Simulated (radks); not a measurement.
Values are calculated unless marked as measured or tabulated.
Species: the dysprosium ion Dy+. Configuration: [Xe] 4f10 6s1. Level of theory: Dirac Kohn-Sham, PBE, spin-unpolarised, spherical densities, finite nucleus; open shells are shared between the two j in proportion to 2j + 1; Fermi nuclear charge, rms radius 5.2218 fm (a radial shooting solver on a logarithmic mesh with Libxc functionals).

Spin-orbit splittings of the eigenvalues, e(l+1/2) - e(l-1/2), with zeta = 2 splitting/(2l+1) and mean radii in bohr:

shell  occ.  splitting (eV)  zeta (eV)  <r> j=l-1/2  <r> j=l+1/2
2p        6           800.2      533.5      0.07438      0.08143
3p        6           166.2      110.8       0.2238       0.2371
3d       10           36.29      14.52       0.2096       0.2138
4p        6           37.13      24.75       0.5404       0.5710
4d       10           6.723      2.689       0.6036       0.6145
4f       10          0.8785     0.2510       0.8644       0.8846
5p        6           4.688      3.126        1.471        1.577
